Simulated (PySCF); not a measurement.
## C⁻ (carbon, charge -1) across methods

[He] 2s2 2p3, high-spin 4S determinant. Computed with PySCF 2.14 in aug-cc-pVQZ-DK, with the spin-free X2C one-electron Hamiltonian (Gaussian nucleus).

| method | E (hartree) | mean ε 2s α (eV) | mean ε 2s β (eV) | mean ε 2p α (eV) | Σ⟨r²⟩ (bohr²) | ⟨S²⟩ |
| --- | --- | --- | --- | --- | --- | --- |
| r2SCAN | -37.9040 | -7.088 | -2.810 | 1.703 | 29.27 | 3.755 |
| PBE0 | -37.8739 | -8.248 | -4.061 | 0.897 | 29.02 | 3.753 |
| LDA | -37.5503 | -6.066 | -3.087 | 1.778 | 31.01 | 3.754 |
| PW91 | -37.9057 | -6.193 | -3.055 | 1.869 | 30.74 | 3.753 |
| M06-L | -37.9114 | -7.021 | -2.567 | 2.162 | 26.86 | 3.766 |
| UHF | -37.72479 | -14.313 | -5.809 | -2.120 | 26.09 | 3.757 |
| BP86 | -37.9236 | -6.292 | -3.333 | 1.778 | 31.08 | 3.753 |
| PBE | -37.8712 | -6.199 | -3.080 | 1.885 | 31.05 | 3.753 |
| r2SCANh | -37.9025 | -7.796 | -3.210 | 1.316 | 28.74 | 3.755 |

The highest occupied level is positive at r2SCAN, PBE0, LDA, PW91, M06-L, BP86, PBE, r2SCANh: only the finite basis holds that electron, which in a density functional comes from self-interaction.
